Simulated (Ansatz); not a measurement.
```xyz
9

N     1.3900    0.0000    0.0000
C     0.6950    1.2038    0.0000
C    -0.6950    1.2038    0.0000
C    -1.3900    0.0000    0.0000
C    -0.6950   -1.2038    0.0000
C     0.6950   -1.2038    0.0000
H    -2.4750    0.0000    0.0000
H    -1.2375   -2.1434    0.0000
H     1.2375   -2.1434    0.0000
```

Basis set: def2-TZVP (spherical functions). Charge 0, multiplicity 1.

Computed with Ansatz (development build ahead of 0.2.0); each method stands on the lowest determinant of its kind that the runs found. Restricted functionals stand beside restricted open-shell atoms, which can lie above the unrestricted atoms usual in DFT and then raise those values.

The atomization energy at this shape (free ground-state atoms in the same class of orbitals less the molecule, no zero-point energy) of singlet C5H3N:

```
             method  atomization energy
PBE0 (unrestricted)    1020.19 kcal/mol
  PBE0 (restricted)    1007.75 kcal/mol
                UHF     704.72 kcal/mol
                RHF     651.57 kcal/mol
```

**Question.** What does ωB97X (unrestricted) give?

**Answer.** 997.42 kcal/mol. Caution: the shape is not the minimum. Caution for ωB97X (unrestricted), PBE0 (unrestricted), UHF: the unrestricted determinant is a mixture of spin states. Caution for PBE0 (restricted), RHF: an unrestricted determinant lies well below.
